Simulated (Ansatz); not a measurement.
A run for Ansatz (a program for electronic structure): U-CCSD(T)/cc-pVTZ on C3H2 (SMILES [C]=C=C), 2S+1 = 3, a spin state set in the input, which need not be the lowest.

Ansatz 0.2 input:
```yaml
crystal:
  periodic: [false, false, false]
  atoms:
    - {symbol: C, position_ang: [1.46667981, -0.14685368, -0.12837316]}
    - {symbol: C, position_ang: [0.21050938, 0.11109895, -0.05167299]}
    - {symbol: C, position_ang: [-1.12040924, 0.03290411, 0.11800722]}
    - {symbol: H, position_ang: [-1.73822758, 0.91021945, -0.03303813]}
    - {symbol: H, position_ang: [-1.60245207, -0.89311567, 0.40527170]}
basis:
  gaussian:
    orbitals: cc-pVTZ
magnetization: {spin_polarized: true, initial_magnetization: 2}
correlation: {method: ccsd_t, electrons: outside_noble_gas}
scf: {omitted_lower_state_checks: [cluster_reference]}
```

The head of its log:

```
WARN ansatz: RAYON_NUM_THREADS=1 ignored (pool sized by the plan → 1); use --threads N
Functional definition: HF
these checks for a lower state are left out or cut short: cluster_reference
integrals: 0.28 GiB planned
682 factors; integrals over basis functions are off by at most 1.1e-3 eV
mean field: 0.25 GiB planned
mean field evaluation 1: about -3116.6261 eV, gradient 1.5e1 eV
mean field evaluation 2: about -3116.6317 eV, gradient 1.5e1 eV
mean field evaluation 4: about -3118.6308 eV, gradient 2.9e0 eV
mean field evaluation 8: about -3118.8148 eV, gradient 3.6e-1 eV
mean field evaluation 16: about -3118.8275 eV, gradient 1.2e-4 eV
mean field evaluation 32: about -3117.6500 eV, gradient 6.8e-2 eV
mean field evaluation 64: about -3117.6372 eV, gradient 3.8e-1 eV
mean field evaluation 96: about -3118.4234 eV, gradient 3.7e0 eV
mean field -3119.19848928 eV, -114.6284302125 hartree, gradient 7.0e-6 eV, S^2 2.570189; 8 other end points of the search recorded, 0 dependent functions left out
3 core orbitals not correlated
reference -3119.19848928 eV, -114.6284302125 hartree; 8, 6 occupied and 107, 109 virtual orbitals, 682 factors
```

Predict the final total energy.

-115.0624 hartree (reference determinant -114.6284, T1 diagnostic 0.068). Its determinant has ⟨S²⟩ = 2.57, a mixture of spin states.
